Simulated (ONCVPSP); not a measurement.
**Ranking ONCV potentials for carbon**

All share these settings but for the change named:

ONCVPSP 4.0.1 input, shortened (lines: element, Z, core and valence counts, functional; n l f; lmax; l rc ep ncon nbas qcut; lloc lpopt rc5 dvloc0; l nproj debl; icmod fcfact rcfact), LDA (Perdew-Zunger), scalar-relativistic:

```
  C 6.00    1    2        3      upf
    1    0    2.00
    2    0    2.00
    2    1    2.00
    2
    0    1.15    0.00    4    7    6.80
    1    1.70    0.00    4    7    9.30
    2    1.45    0.03    3    8    7.50
    4    5    0.70    0.00
    0    1    1.90
    1    1    2.60
    2    3    2.30
    3    3.00    1.75
```

Cutoff: the first of the cutoffs (Ha) at which the residual kinetic energy of the hardest occupied pseudo-wave falls to 1 and 0.1 mHa per electron; the density cutoff is not measured.

The base gives 22 Ha.

Of 8 variants that were run, those that failed, showed a ghost or another fault, or gave nearly equal values are left out.

A variant can come out equal or close to the base.

**Question.** Rank these variants from softest to hardest (loose cutoff).
A. s: qcut 4.3
B. s: qcut 8.4
C. s: qcut 5.3

**Answer.** B (22 Ha), C (33 Ha), A (67 Ha).
